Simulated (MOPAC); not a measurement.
Job for MOPAC: PM3 on C2HNO2 (a complex), monomers drawn apart or pushed together.

```
PM3 1SCF PRECISE CHARGE=0 THREADS=1
C2HNO2

O     -0.23082593 1     1.15738675 1    -0.46667028 1
C     -0.02348325 1     0.02262111 1    -0.34863643 1
O      0.18303087 1    -1.11515204 1    -0.26256003 1
C      0.12158051 1     0.52737387 1     4.96493171 1
N      0.09025665 1     0.41850046 1     3.82524923 1
H      0.15077543 1     0.62885211 1     6.02650734 1
```

The log:

```
*******************************************************************************
 **                                                                           **
 **                              MOPAC v23.2.5                                **
 **                                                                           **
 *******************************************************************************
 ** MOPAC's Digital Object Identifier: https://doi.org/10.5281/zenodo.6511958 **
 **                                                                           **
 ** Please cite the open-source release paper for use of this MOPAC version:  **
 ** J. E. Moussa and J. J. P. Stewart (2026)                                  **
 ** MOPAC: An open-source semiempirical molecular orbital program             **
 ** J. Open Source Softw., 11(119), 8025, https://doi.org/10.21105/joss.08025 **
 *******************************************************************************

                              PM3 CALCULATION RESULTS

 *******************************************************************************
 *  PM3        - The PM3 Hamiltonian to be used
 *
 *
 *
 *                 CHARGE ON SYSTEM = 0
 *
 *
 *
 *  PRECISE    - TIGHTER CRITERIA TO BE USED
 *  1SCF       - DO 1 SCF AND THEN STOP
 *  THREADS=1  - MULTI-THREADING NOT USED
 *  T=         - A TIME OF 172800.0 SECONDS REQUESTED
 *  DUMP=N     - RESTART FILE WRITTEN EVERY 7200.0 SECONDS REQUESTED
 *******************************************************************************
PM3 1SCF PRECISE CHARGE=0 THREADS=1
 C2HNO2

   ATOM   CHEMICAL          X               Y               Z
  NUMBER   SYMBOL      (ANGSTROMS)     (ANGSTROMS)     (ANGSTROMS)

     1       O         -0.23082593  *   1.15738675  *  -0.46667028  *
     2       C         -0.02348325  *   0.02262111  *  -0.34863643  *
     3       O          0.18303087  *  -1.11515204  *  -0.26256003  *
     4       C          0.12158051  *   0.52737387  *   4.96493171  *
     5       N          0.09025665  *   0.41850046  *   3.82524923  *
     6       H          0.15077543  *   0.62885211  *   6.02650734  *



          CARTESIAN COORDINATES

    NO.       ATOM           X           Y           Z

     1         O         -0.2308      1.1574     -0.4667
     2         C         -0.0235      0.0226     -0.3486
     3         O          0.1830     -1.1152     -0.2626
     4         C          0.1216      0.5274      4.9649
     5         N          0.0903      0.4185      3.8252
     6         H          0.1508      0.6289      6.0265

  H: (PM3): J. J. P. STEWART, J. COMP. CHEM. 10, 209 (1989).
  C: (PM3): J. J. P. STEWART, J. COMP. CHEM. 10, 209 (1989).
  N: (PM3): J. J. P. STEWART, J. COMP. CHEM. 10, 209 (1989).
  O: (PM3): J. J. P. STEWART, J. COMP. CHEM. 10, 209 (1989).

           Empirical Formula: C2 H N O2  =     6 atoms



      MOLECULAR POINT GROUP   :   C2v


      RHF CALCULATION, NO. OF DOUBLY OCCUPIED LEVELS = 13


 -------------------------------------------------------------------------------
 PM3 1SCF PRECISE CHARGE=0 THREADS=1
 C2HNO2



     1SCF WAS SPECIFIED, SO BFGS WAS NOT USED
     SCF FIELD WAS ACHIEVED


                              PM3 CALCULATION
                                                       MOPAC v23.2.5 Linux




          FINAL HEAT OF FORMATION =        -51.27250 KCAL/MOL =    -214.52415 KJ/MOL


          COSMO AREA              =        123.24 SQUARE ANGSTROMS
          COSMO VOLUME            =         96.70 CUBIC ANGSTROMS

          IONIZATION POTENTIAL    =         12.453165 EV
          HOMO LUMO ENERGIES (EV) =        -12.453  1.465
          NO. OF FILLED LEVELS    =         13
          MOLECULAR WEIGHT        =         71.0354         POINT GROUP:  C2v

          MOLECULAR DIMENSIONS (Angstroms)

            Atom       Atom       Distance
            H     6    O     3     6.52648
            O     3    O     1     2.28191
            N     5    H     6     0.00053


          SCF CALCULATIONS        =          1





   ATOM   CHEMICAL          X               Y               Z
  NUMBER   SYMBOL      (ANGSTROMS)     (ANGSTROMS)     (ANGSTROMS)

     1       O         -0.23082593  *   1.15738675  *  -0.46667028  *
     2       C         -0.02348325  *   0.02262111  *  -0.34863643  *
     3       O          0.18303087  *  -1.11515204  *  -0.26256003  *
     4       C          0.12158051  *   0.52737387  *   4.96493171  *
     5       N          0.09025665  *   0.41850046  *   3.82524923  *
     6       H          0.15077543  *   0.62885211  *   6.02650734  *

                             CARTESIAN COORDINATES

   1    O       -0.230825930     1.157386750    -0.466670280
   2    C       -0.023483250     0.022621110    -0.348636430
   3    O        0.183030870    -1.115152040    -0.262560030
   4    C        0.121580510     0.527373870     4.964931710
   5    N        0.090256650     0.418500460     3.825249230
   6    H        0.150775430     0.628852110     6.026507340


           Empirical Formula: C2 H N O2  =     6 atoms



      MOLECULAR POINT GROUP   :   C2v


                  EIGENVALUES
 -38.99897 -38.69644 -31.51802 -20.85599 -19.89833 -17.55927 -17.54649 -17.40622
 -13.46898 -13.46688 -12.70742 -12.46029 -12.45316   1.46460   1.46664   1.58837
   1.59747   2.06443   2.39477   6.44274   8.29889


              NET ATOMIC CHARGES AND DIPOLE CONTRIBUTIONS

  ATOM NO.   TYPE          CHARGE      No. of ELECS.   s-Pop       p-Pop
    1          O          -0.260324        6.2603     1.84440     4.41592
    2          C           0.520622        3.4794     1.16979     2.30959
    3          O          -0.260301        6.2603     1.84439     4.41591
    4          C          -0.152726        4.1527     1.27741     2.87531
    5          N          -0.073271        5.0733     1.74224     3.33103
    6          H           0.226000        0.7740     0.77400
 DIPOLE           X         Y         Z       TOTAL
 POINT-CHG.     0.044     0.152     1.593     1.601
 HYBRID         0.032     0.113     1.180     1.185
 SUM            0.076     0.265     2.773     2.787


          ATOMIC ORBITAL ELECTRON POPULATIONS

     Atom    s        px        py        pz
    1  O   1.84440   1.62018   1.16558   1.63016
    2  C   1.16979   0.73211   0.84928   0.72820
    3  O   1.84439   1.62038   1.16110   1.63442
    4  C   1.27741   0.94873   0.94913   0.97745
    5  N   1.74224   1.05142   1.05273   1.22688
    6  H   0.77400

 **********************
 *                    *
 * JOB ENDED NORMALLY *
 *                    *
 **********************




 == MOPAC DONE ==
```

The run finished.

Cost: around 0.03 core-seconds (rough).
